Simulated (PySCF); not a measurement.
A geometry optimisation on `O=C1[CH+][CH]SC=C1` [radical].

Computed with PBE0-D3(BJ)/def2-SVP geometry optimisation, gas phase (PySCF 2.14.0). Start geometry: GFN2-xTB. A driver script takes a list of jobs; this job's settings line and coordinates (Å) are shown.

Input:
```
{"job": {"xc": "PBE0", "basis": "def2-SVP", "d3": "d3bj", "grid": 1, "kind": "geom"}, "charge": 1, "multiplicity": 2}
O      1.347930     2.016880     0.016570
C      0.677000     1.013730     0.009090
C      1.273690    -0.327780     0.084270
C      0.595100    -1.485520     0.054680
S     -1.108160    -1.664910    -0.063980
C     -1.596260    -0.019510    -0.101970
C     -0.790010     1.053210    -0.069510
H      2.354340    -0.316860     0.169120
H      1.126260    -2.428640     0.110350
H     -2.671110     0.107890    -0.156150
H     -1.197930     2.056850    -0.104390
```

Output:
```
step   0  E = -665.24445124  max force = 0.039788
step   1  E = -665.24774224  max force = 0.019159
step   2  E = -665.24907421  max force = 0.012104
step   3  E = -665.24932474  max force = 0.008068
step   4  E = -665.24970976  max force = 0.004094
step   5  E = -665.24975115  max force = 0.001471
step   6  E = -665.24975597  max force = 0.000762
step   7  E = -665.24975917  max force = 0.000169
optimisation converged
```

Energies in Eh; «max force» is the largest Cartesian gradient component in Eh/bohr.

**Question.** How much energy does the optimisation release, in eV?

**Answer.** E(step 0) − E(last step) = 0.005308 Eh, which is 0.144 eV.

In short: final energy -665.24976 Eh after 7 steps.

**Question.** Give the final coordinates.

**Answer.** 0.038 Å rms from the input after alignment:
```
atom  x, y, z in Å
O1     1.3440    2.0185    0.0551
C2     0.6566    0.9862    0.0231
C3     1.3000   -0.3163    0.0794
C4     0.6121   -1.5017    0.0550
S5    -1.0777   -1.6211   -0.0494
C6    -1.6191   -0.0136   -0.1068
C7    -0.7915    1.0787   -0.0690
H8     2.3923   -0.3198    0.1470
H9     1.1180   -2.4725    0.0994
H10   -2.7085    0.0801   -0.1753
H11   -1.2154    2.0868   -0.1103
```

**Question.** Estimate the wall time. Hardware: one thread, x86-64 server, shared host.

**Answer.** About 2.3 min.
Labels such as C1 count atoms from 1, the log's own numbers from 0.
